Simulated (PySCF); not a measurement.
## The second ionisation energy along the 3d series

Calculated with PySCF 2.14 from differences of total energies of unrestricted determinants, without spin-orbit coupling. Values in eV. The last column holds reference values (NIST; (s) semi-empirical, (t) theoretical, else measured). Unmarked ones compare directly (S terms, centres of terms, or small fine structure); those marked * lie between the lowest fine-structure levels and include a spin-orbit shift.

```csv
element,configurations,UHF,LDA,PBE,PBE0,r2SCAN,MP2 (valence),reference
"Mn (aug-cc-pVQZ, non-relativistic)",[Ar] 3d5 4s1 → [Ar] 3d5,14.687,16.328,16.107,15.788,15.954,15.144,15.640
"Co (aug-cc-pVQZ, non-relativistic)",[Ar] 3d8 → [Ar] 3d7,14.329,18.459,18.006,17.333,17.496,17.188,17.084 *
"Cu (aug-cc-pVQZ-PP with ECP10MDF, ECP)",[Ar] 3d10 → [Ar] 3d9,17.119,21.476,20.740,20.095,20.105,20.944,20.292 *
"Zn (aug-cc-pVQZ-PP with ECP10MDF, ECP)",[Ar] 3d10 4s1 → [Ar] 3d10,16.851,19.016,18.669,18.286,18.557,17.920,17.964
```

"Valence" correlates the outer s and p shells and, in groups 3 to 12 and the f block, the outer d or f shell, open or full, or the next shell where the ion has no valence electron left; the wider scheme adds the next inner shell.
